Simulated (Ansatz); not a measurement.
SnF₃. Total charge 0; doublet. Geometry PBE-D4/def2-TZVPD, that of the charge -1 singlet; atoms count from 1.

Cartesian coordinates in Å:
```
Sn 0.388 -0.680 0.004
F -1.373 -0.477 1.003
F 1.245 1.015 0.734
F -0.260 0.143 -1.741
```

In the def2 sets Sn takes a core potential; there is no spin–orbit coupling. The structure comes from a short search, and lower isomers may exist.

Q: Estimate the Mulliken populations from the PBE0/def2-TZVPD orbitals of Ansatz.

A: 
```
atom  charge (e)  spin (α − β)
 Sn1        1.66          0.61
  F2       -0.55          0.13
  F3       -0.55          0.13
  F4       -0.55          0.13
```
Mulliken values depend strongly on the basis. With diffuse functions, as here, like atoms can get unlike values, and bond orders can come out too low or too high.

Q: Where does the spin sit?

A: Summed by element: Sn 0.61, F 0.39, of 1 unpaired in all. Largest on single atoms: Sn1 0.61, F3 0.13, F4 0.13.

Q: And the Mayer bond orders between heavy atoms (over 0.3)?

A: Sn1–F2 0.60 (2.03 Å); Sn1–F3 0.60 (2.03 Å); Sn1–F4 0.60 (2.03 Å).
